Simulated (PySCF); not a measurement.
Constitutional and geometric isomers with formula H4B2N2. Gas-phase values, no solvent. One relaxed conformer stands for each flexible species; it need not be the lowest. Strings in code marks are SMILES.

The S1 excitation (TDA) from two functionals at the same geometries (PBE0-D4/def2-TZVP), both in PySCF: PBE-D3(BJ)/def2-TZVP and PBE0-D4/def2-TZVP. Excitations are Tamm–Dancoff values on a coarser integration grid. The basis has no diffuse functions, so Rydberg states are missing or too high.

| species | PBE-D3(BJ)/def2-TZVP (eV) |
|---|---|
| `B=NBN` | 5.46 |
| `BNB=N` | 5.36 |
| `N=BBN` | 4.99 |

### Question
What does PBE0-D4/def2-TZVP give for each?

### Answer

- `B=NBN`: 5.77
- `BNB=N`: 6.28
- `N=BBN`: 5.49
Over these rows, drawn at random from the members with no instability flagged (it was tested for open shells, ions and some series alone), PBE minus PBE0-D4: mean -0.58 eV, from -0.92 eV to -0.32 eV.
